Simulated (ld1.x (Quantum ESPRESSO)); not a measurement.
Tc (Z = 43): excitation energies, all-electron against PAW

| Property | Result |
| --- | --- |
| Element | Tc |
| Generator | ld1.x (Quantum ESPRESSO) 7.5 |
| Type | PAW |
| Functional | PBE |
| Relativity | fully relativistic |
| Frozen core | [Ar] 3d10 |
| Valence charge | 15 |
| Reference configuration | 4s2 4p6 4d5 5s2 5p0 |
| Partial waves | 4s (bound): rcut 1.70, rcutus 2.05 bohr; 5s (bound): rcut 1.70, rcutus 2.05 bohr; 4p (bound): rcut 1.75, rcutus 2.25 bohr; 5p (bound, empty): rcut 1.75, rcutus 2.25 bohr; 4d (bound): rcut 1.70, rcutus 2.25 bohr; 4d channel at 3.55 Ry: rcut 1.70, rcutus 2.25 bohr; 4f channel at 0.45 Ry: rcut 1.90, rcutus 2.35 bohr; 4f channel at 2.05 Ry: rcut 1.90, rcutus 2.35 bohr |
| Local potential | all-electron potential smoothed inside 1.60 bohr (lloc = -2) |
| Core correction | Bessel-smoothed model core inside 1.55 bohr |
| Augmentation charge | PSQ, inside the norm-conserving radii |

Open shells are filled in proportion to 2j + 1 (rel_dist='average').

Energies are relative to the spin-unpolarised reference configuration 4s2 4p6 4d5 5s2 5p0; without spin polarisation the order of configurations can differ from experiment. Not all tests gave a result: test run stopped at test 5 of 7 (negative rho).

Q: Give the all-electron excitation energy and the error of the potential for: 4s2 4p6 4d5 5s1 5p0; 4s2 4p6 4d5 5s0 5p0; 4s2 4p6 4d4 5s0 5p0; 4s2 4p6 4d5 5s0 5p1.

A:

```tsv
valence configuration	charge	ΔE all-electron (eV)	error AE − PS (meV)
4s2 4p6 4d5 5s1 5p0	+1	8.154	+0.5
4s2 4p6 4d5 5s0 5p0	+2	23.005	+1.1
4s2 4p6 4d4 5s0 5p0	+3	51.708	+17
4s2 4p6 4d5 5s0 5p1	+1	12.731	+40
```

Levels in the configuration 4s2 4p6 4d4 5s0 5p0:

```tsv
level	all-electron (eV)	pseudo (eV)
4s j=1/2	-103.626	-103.616
4p j=1/2	-77.415	-77.402
4p j=3/2	-74.401	-74.387
4d j=3/2	-35.356	-35.336
4d j=5/2	-35.009	-34.988
```

The ghost test of this file was not conclusive.
